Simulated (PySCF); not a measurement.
## Adding and removing an electron: BTe

B97-3; basis B aug-cc-pVDZ, Te aug-cc-pVDZ-PP with ECP28; scalar-relativistic core potentials; PySCF 2.14. Neutral (UKS): doublet (σ ↑), Re = 1.965 Å, ωe = 816 cm⁻¹, De = 3.82 eV, HOMO -7.39 eV, LUMO -3.95 eV.

BTe⁻ (UKS): singlet (closed shell), Re = 2.079 Å, ωe = 664 cm⁻¹, De = 4.14 eV to B + Te⁻. The energies at the minima are -292.82535 hartree for BTe and -292.91065 for BTe⁻.

(1) Work out the adiabatic electron affinity, without and with harmonic zero-point energies (1 hartree = 27.2114 eV, 1 eV = 8065.5 cm⁻¹), and the change of the bond length.

These are scalar-relativistic numbers at best; spin–orbit coupling would shift them, the dissociation energy most. For an ion De counts to the pair picked by the measured ionisation energies or electron affinities, which need not be the lowest pair at this level. States were picked by a PBE0 search and need not be the measured ground states.

## Answers

(1) At B97-3: 0.08530 hartree = 2.321 eV between the minima; the zero-point term (816.0 − 664.0)/2 cm⁻¹ = +0.009 eV makes it 2.331 eV. Re changes by +11.4 pm against the neutral. The electron enters a σ orbital; the charge polarises the partner, so the anion is bound more strongly.
